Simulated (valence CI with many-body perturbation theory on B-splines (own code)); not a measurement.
# E1 line list for I4+

Level of theory: relativistic CI+MBPT: three valence electrons over a frozen Dirac-Fock core [Kr] 4d10, radial functions for each j: 11 s, 11 p, 10 d, 8 f, 5 g, 2 h, with the one-electron correlation potential Σ1 (screened to all orders), the two-electron term Σ2, the three-electron term Σ3, Breit, model QED; selected single and double excitations, second order for the rest, scaled by the run's own slope (own B-spline code, finite nucleus).

No measured spectrum was set against this ion. As an estimate, levels hold to about 250 cm⁻¹ or 0.2 % of their energy and the worst to 1 %, as in measured heavy ions of charge 2 to 7; those with d or f electrons hold less well. The list stops below the first excitations out of the core.

Lines 51 to 100 of 595 in falling wavelength, among levels below 346370 cm⁻¹, chosen from the strongest by gf and those to the six lowest levels. Wavelengths and rates use the calculated energies, so an error of 400 cm⁻¹ moves a line at 398.4 nm by 1.6 % and its rate by three times that or more. Electric multipoles are in the length gauge, E1 and E2 with the static RPA response of the core. Weak lines are less certain than strong ones. Lines between different terms over intervals too small for the method are left out, as are lines whose strength nearly cancels. Where a level lies close to another of its J and parity, the split of strength between their lines is uncertain. The highest levels of a list are the least certain.

Names give the largest LS component (configuration and term), which can be under half, so a name can repeat, a term be missing and a line seem to break the LS rules; names also repeat where a configuration has a term twice. Letters in brackets count levels of one name in rising energy.

```
λ vac (nm)               Upper               Lower   A (s⁻¹)  S (a.u.) with core polarisation  S without
     398.4        5s²5g ²G_9/2       5s²5f ²F°_7/2  1.79e+08                         5.58e+01   5.65e+01
     395.9        5s²5g ²G_7/2       5s²5f ²F°_5/2  2.00e+08                         4.91e+01   4.96e+01
     392.7        5s²5g ²G_7/2       5s²5f ²F°_7/2  7.01e+06                         1.68e+00   1.70e+00
     389.4   5s5p6p ²D_3/2 [b]  5s5p5d ²P°_3/2 [b]  1.21e+07                         1.41e+00   1.46e+00
     387.6   4f5s5p ²D_5/2 [a]  5s5p5d ²P°_3/2 [a]  1.38e+07                         2.38e+00   2.48e+00
     387.5       5s²6h ²H°_9/2   4f5s5p ²G_9/2 [b]  3.95e+06                         1.13e+00   1.13e+00
     387.5      5s²6h ²H°_11/2   4f5s5p ²G_9/2 [b]  1.78e+08                         6.12e+01   6.08e+01
     385.7   4f5s5p ²F_7/2 [b]  5s5p5d ²D°_5/2 [b]  1.63e+07                         3.70e+00   3.92e+00
     384.7       5s5p6p ⁴P_5/2  5s5p5d ²P°_3/2 [b]  9.26e+06                         1.56e+00   1.62e+00
     382.2       4f5s5p ⁴F_9/2      5s5p5d ⁴D°_7/2  7.98e+06                         2.20e+00   2.37e+00
     381.1   4f5s5p ²F_5/2 [b]  5s5p5d ²D°_3/2 [b]  1.28e+07                         2.10e+00   2.21e+00
     378.5       5s²7p ²P°_3/2        5s²6d ²D_5/2  2.20e+08                         2.35e+01   2.34e+01
     375.0        5s²8d ²D_3/2       5s²6f ²F°_5/2  2.26e+07                         2.35e+00   2.35e+00
     372.4   4f5s5p ²F_5/2 [a]  5s5p5d ²D°_3/2 [a]  8.41e+06                         1.29e+00   1.35e+00
     369.4       5s²7p ²P°_3/2        5s²6d ²D_3/2  2.55e+07                         2.54e+00   2.52e+00
     357.9   4f5s5p ²D_3/2 [b]       5s²7p ²P°_3/2  2.10e+07                         1.90e+00   1.90e+00
     354.0   5s5p6p ²P_1/2 [a]  5s5p5d ²P°_1/2 [a]  3.17e+07                         1.39e+00   1.43e+00
     344.5        5s²8s ²S_1/2       5s²7p ²P°_3/2  3.74e+08                         1.51e+01   1.50e+01
     341.0   4f5s5p ²D_5/2 [b]       5s²7p ²P°_3/2  1.28e+08                         1.50e+01   1.50e+01
     337.2   4f5s5p ⁴G_7/2 [b]  5s5p5d ²F°_5/2 [a]  6.80e+06                         1.03e+00   1.08e+00
     335.4        5s²7d ²D_5/2  5s5p5d ²P°_3/2 [b]  1.09e+07                         1.22e+00   1.14e+00
     334.2       5s5p6p ⁴D_3/2  5s5p6s ²P°_1/2 [a]  2.68e+07                         1.97e+00   2.03e+00
     332.1   4f5s5p ²G_7/2 [b]  5s5p5d ²D°_5/2 [b]  1.63e+07                         2.36e+00   2.50e+00
     330.6       5s5p6p ⁴S_3/2  5s5p5d ²P°_3/2 [b]  1.72e+07                         1.22e+00   1.27e+00
     329.6   4f5s5p ²D_3/2 [b]       5s²7p ²P°_1/2  1.09e+08                         7.73e+00   7.71e+00
     321.2   5s5p6p ²D_5/2 [a]  5s5p5d ²P°_3/2 [b]  1.02e+08                         1.00e+01   1.03e+01
     319.6   4f5s5p ⁴G_7/2 [b]      5s5p5d ⁴D°_5/2  1.88e+07                         2.42e+00   2.60e+00
     318.2        5s²8s ²S_1/2       5s²7p ²P°_1/2  1.86e+08                         5.93e+00   5.89e+00
     317.9   5s5p6p ²D_3/2 [a]  5s5p5d ²P°_1/2 [a]  3.67e+07                         2.33e+00   2.41e+00
     317.5   5s5p6p ²D_3/2 [a]      5s5p6s ⁴P°_5/2  1.50e+07                         9.46e-01   9.64e-01
     313.4   5s5p6p ²D_3/2 [b]  5s5p6s ²P°_3/2 [a]  7.02e+07                         4.26e+00   4.35e+00
     312.2   5s5p6p ²D_3/2 [c]  5s5p6s ²P°_1/2 [b]  1.18e+08                         7.07e+00   7.33e+00
     312.1   5s5p6p ²D_3/2 [c]  5s5p6s ²P°_3/2 [b]  1.15e+08                         6.91e+00   7.14e+00
     310.3       5s5p6p ⁴P_5/2  5s5p6s ²P°_3/2 [a]  1.62e+07                         1.43e+00   1.50e+00
     310.0   4f5s5p ⁴G_7/2 [a]      5s5p5d ⁴P°_5/2  1.41e+07                         1.65e+00   1.81e+00
     309.3  5s5p6s ²P°_3/2 [b]        5s²7s ²S_1/2  2.14e+07                         1.25e+00   1.25e+00
     307.1   5s5p6p ²P_1/2 [b]  5s5p6s ²P°_1/2 [b]  8.69e+07                         2.48e+00   2.56e+00
     307.0   5s5p6p ²P_1/2 [b]  5s5p6s ²P°_3/2 [b]  1.27e+08                         3.64e+00   3.78e+00
     306.7   4f5s5p ²G_9/2 [b]  5s5p5d ²F°_7/2 [b]  1.72e+08                         2.45e+01   2.55e+01
     305.7       5s5p6p ⁴D_1/2      5s5p6s ⁴P°_1/2  2.18e+08                         6.15e+00   6.42e+00
     303.7   4f5s5p ²G_7/2 [b]  5s5p5d ²F°_5/2 [b]  1.18e+08                         1.30e+01   1.37e+01
     302.7       5s5p6p ⁴D_3/2      5s5p6s ⁴P°_3/2  1.33e+08                         7.30e+00   7.59e+00
     301.4       5s5p6p ⁴P_3/2  5s5p6s ²P°_1/2 [a]  1.79e+07                         9.68e-01   9.87e-01
     298.4       4f5s² ²F°_7/2        5s²5d ²D_5/2  6.07e+07                         6.37e+00   6.72e+00
     298.1       4f5s5p ⁴F_5/2      5s5p5d ⁴D°_3/2  3.60e+07                         2.83e+00   3.09e+00
     297.3       4f5s5p ⁴F_3/2      5s5p5d ⁴D°_1/2  5.03e+07                         2.61e+00   2.85e+00
     296.0   5s5p6p ²D_5/2 [a]  5s5p5d ²D°_3/2 [b]  3.39e+07                         2.61e+00   2.70e+00
     292.8       5s²6p ²P°_1/2        5s²6s ²S_1/2  2.76e+08                         6.83e+00   7.04e+00
     291.6   4f5s5p ²G_9/2 [a]  5s5p5d ²F°_7/2 [a]  6.20e+07                         7.58e+00   8.05e+00
     291.5       4f5s5p ⁴G_9/2      5s5p5d ⁴D°_7/2  5.10e+07                         6.23e+00   6.84e+00
```
